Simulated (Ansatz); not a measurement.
**Abstraction of Cl: SiH2(CH3)Cl + CBrCl2 → SiH2(CH3) + CBrCl3**

Species: SiH2(CH3)Cl ((chlorosilyl)methane), singlet; CBrCl2 `Cl[C](Cl)Br`, doublet; SiH2(CH3), doublet; CBrCl3 (bromotrichloromethane) `ClC(Cl)(Cl)Br`, singlet. A radical takes Cl: the energy is the difference in strength between the Si–Cl bond broken and the C–Cl bond made.

Shapes, held fixed at every level: PBE0-D4/def2-TZVP. Programs: Ansatz 0.2.0. The zero-point and thermal change to 298 K, harmonic and unscaled (PBE0-D4/def2-TZVP), is -3.7 kJ/mol.

```
               level                   kind  ΔH(298 K) (kJ/mol)  less CCSD(T)/def2-TZVPP  CPU time (sum over the molecules)
         HF/def2-SVP           Hartree–Fock              +220.4                    +37.2                                  –
       HF/def2-TZVPP           Hartree–Fock              +226.3                    +43.1                                  –
   PBE-D4/def2-TZVPP                    GGA              +175.5                     -7.7                               30 s
r2SCAN-D4/def2-TZVPP               meta-GGA              +193.5                    +10.3                               68 s
  PBE0-D4/def2-TZVPP          global hybrid              +186.7                     +3.5                               41 s
    CCSD(T)/def2-SVP  coupled cluster or CI              +170.6                    -12.6                               38 s
  CCSD(T)/def2-TZVPP  coupled cluster or CI              +183.2                      0.0                             13 min
```

The highest level, CCSD(T)/def2-TZVPP, gives ΔH(298 K) = +183.2 kJ/mol; the levels span +170.6 to +226.3. The column of differences is taken from that level and isn't an error. No measured value is set beside it here. Open shells run unrestricted. Relativity is left out for Br. Outer-core shells of Br are correlated, in sets that cover them unevenly. Times are processor times on shared x86 and Arm servers, and rough.
